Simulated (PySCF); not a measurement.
An excited-state table with gaps

C5H14Si2.
SMILES: `[SiH3]C([SiH3])C1CCC1`

Computed with TDDFT CAM-B3LYP/def2-SVPD, vertical, gas phase, core orbitals frozen in the response in PySCF 2.14.0, density-fitted response routines. One conformer (not necessarily the lowest) at the PBE0-D3(BJ)/def2-SVP geometry, without solvent, vibrations or thermal averaging. Torsions of this conformer, `[SiH3:1][CH:2]([SiH3:3])[CH:4]1[CH2:5][CH2:6][CH2:7]1`: Si1–C2–C4–C5 170°.

Lowest singlets, with some entries withheld (?).

```csv
state,ν̃ (cm⁻¹),f,"main configurations (H = HOMO, L = LUMO)"
S1,61010,0.033,"H→L (79%), H→L+1 (16%)"
S2,63580,0.059,"H→L+1 (42%), H→L+4 (35%)"
S3,64790,0.0009,H-1→L (81%)
S4,65680,0.011,"H→L+4 (48%), H→L+5 (17%), H→L+1 (12%)"
S5,66790,0.055,"H→L+5 (66%), H→L+1 (16%)"
S6,?,0.023,"H→L+6 (68%), H→L+7 (12%), H→L+2 (8%)"
S7,?,0.015,"H-1→L+1 (45%), H-1→L+4 (37%)"
S8,?,0.012,"H→L+2 (78%), H→L+7 (12%)"
S9,?,0.109,H→L+3 (66%)
S10,?,0.015,"H-1→L+3 (38%), H-1→L+4 (28%), H-1→L+1 (11%)"
```

(1) Fill in the withheld entries.

(2) Where do the lowest triplets lie (Tamm–Dancoff)?

(3) What is the vertical ionisation energy by ΔSCF at this level?

(4) How far apart are S1 and S7, in eV and cm⁻¹?

Answers

(1) 
- S6: ν̃ = 66940 cm⁻¹
- S7: ν̃ = 67430 cm⁻¹
- S8: ν̃ = 67580 cm⁻¹
- S9: ν̃ = 67910 cm⁻¹
- S10: ν̃ = 68390 cm⁻¹

(2) T1 7.24 eV, H→L (56%), H→L+1 (34%); T2 7.49 eV, H→L+1 (32%), H→L+4 (23%), H→L (14%); T3 7.74 eV, H-1→L (57%), H-1→L+1 (22%); T4 7.95 eV, H→L+4 (48%), H→L (14%), H→L+1 (11%). E(S1) − E(T1) = +0.32 eV.

(3) 9.82 eV; −ε(HOMO) is 9.29 eV.

(4) 8.361 − 7.564 = 0.797 eV, or about 6420 cm⁻¹.
